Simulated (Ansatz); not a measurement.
Ti2H2. The state is a singlet with charge 0. Geometry r2SCAN-D4/def2-TZVP, that of the neutral singlet.

```xyz
4

Ti    0.671   -0.402    0.532
Ti   -0.671    0.402   -0.532
H    -1.906    1.141   -1.513
H     1.907   -1.142    1.513
```

At PBE-D4/def2-TZVP, r2SCAN-D4/def2-TZVP the unrestricted singlet has broken spin symmetry (⟨S²⟩ up to 0.70). The structure comes from a short search, and lower isomers may exist.

(1) Estimate the orbital energies around the gap (eV) in Ansatz with PBE-D4/def2-TZVP, r2SCAN-D4/def2-TZVP, PBE0-D4/def2-TZVP.

Answers

(1) 
```csv
orbital,PBE-D4/def2-TZVP,r2SCAN-D4/def2-TZVP,PBE0-D4/def2-TZVP
HOMO−5,-34.59,-36.03,-38.15
HOMO−4,-6.98,-7.28,-8.27
HOMO−3,-6.05,-6.35,-7.26
HOMO−2,-5.44,-5.71,-6.71
HOMO−1,-5.39,-5.64,-6.71
HOMO,-5.19,-5.25,-5.97
LUMO,-4.38,-4.02,-2.99
LUMO+1,-4.35,-3.96,-2.99
LUMO+2,-2.75,-2.47,-1.12
LUMO+3,-2.73,-2.38,-1.12
LUMO+4,-1.42,-1.30,-0.69
LUMO+5,-1.41,-1.25,-0.60
β HOMO,-5.19,-5.25,-5.97
β LUMO,-4.38,-4.02,-2.99
```
